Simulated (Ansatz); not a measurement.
A ladder of methods for CuCl (cuprous chloride)

CuCl: 2 atoms, total charge 0, spin state singlet. SMILES: `[Cl][Cu]`. The shape is that of a PBE0-D4/def2-TZVP optimisation.

```jsonl
{"atom": "Cl", "x (Å)": "0.8983", "y (Å)": "-0.3452", "z (Å)": "0.4464"}
{"atom": "Cu", "x (Å)": "-0.8688", "y (Å)": "0.2850", "z (Å)": "-0.4424"}
```

Quantity: the energy change with the Cl1–Cu2 bond stretched from 2.076 to 2.595 Å, in eV. The values are calculated.

| level | kind | program | value (eV) |
| --- | --- | --- | --- |
| HF/STO-3G (restricted) | Hartree–Fock | Ansatz | 0.98 |
| SVWN5/STO-3G (restricted) | LDA | Ansatz | 1.62 |
| PBE/STO-3G (restricted) | GGA | Ansatz | 1.38 |
| revPBE/STO-3G (restricted) | GGA | Ansatz | 1.27 |
| r2SCAN0/STO-3G (restricted) | hybrid meta-GGA | Ansatz | 1.37 |
| CAM-B3LYP/STO-3G (restricted) | range-separated hybrid | Ansatz | 1.47 |
| B2PLYP/STO-3G (restricted) | double hybrid | Ansatz | 1.31 |
| MP2/STO-3G (restricted) | perturbation theory | Ansatz | 1.02 |

The first shape isn't each level's own minimum. The values span 0.98 to 1.62 eV. All rows use very small basis sets, so none should be taken for the real molecule's value.
